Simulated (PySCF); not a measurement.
CH4Cl2OSi2, SMILES [Si]1(Cl)(Cl)[SiH2]OC1.

Geometry optimised at PBE-D3(BJ)/def2-SVP. The structure was generated by enumeration, and PubChem lists no compound with its InChIKey, so it may never have been made.

Two levels are set side by side: TDDFT-PBE/def2-SVPD (PySCF) and TDDFT-CAM-B3LYP/def2-SVPD (PySCF). Vertical, same geometry. The lowest singlet is HOMO→LUMO 82 %, HOMO→LUMO+2 16 % with PBE and HOMO→LUMO 87 % with the other functional; states are paired by order. Differences are taken from unrounded values.

```
quantity                               TDDFT-CAM-B3LYP
-------------------------------------  ---------------
lowest singlet excitation (eV)                    6.05
lowest triplet excitation (TDA) (eV)              5.34
first bright state (f over 0.05) (eV)             6.48
its oscillator strength                           0.16
```

Q: What does TDDFT-PBE give, and how far is it from TDDFT-CAM-B3LYP? (An estimate is asked for; the answer gives what the named calculation found.)

A: 
```csv
quantity,TDDFT-PBE,TDDFT-PBE minus TDDFT-CAM-B3LYP
lowest singlet excitation (eV),5.27,-0.77
lowest triplet excitation (TDA) (eV),4.79,-0.55
first bright state (f over 0.05) (eV),5.78,-0.70
its oscillator strength,0.05,-0.11
```

A lower first singlet is the usual sign of a functional without exact exchange. Differences between two approximate levels are no errors against the true value.

Rough cost on one machine, each run with all the roots and properties that it gave: TDDFT-CAM-B3LYP against TDDFT-PBE about 8 times.
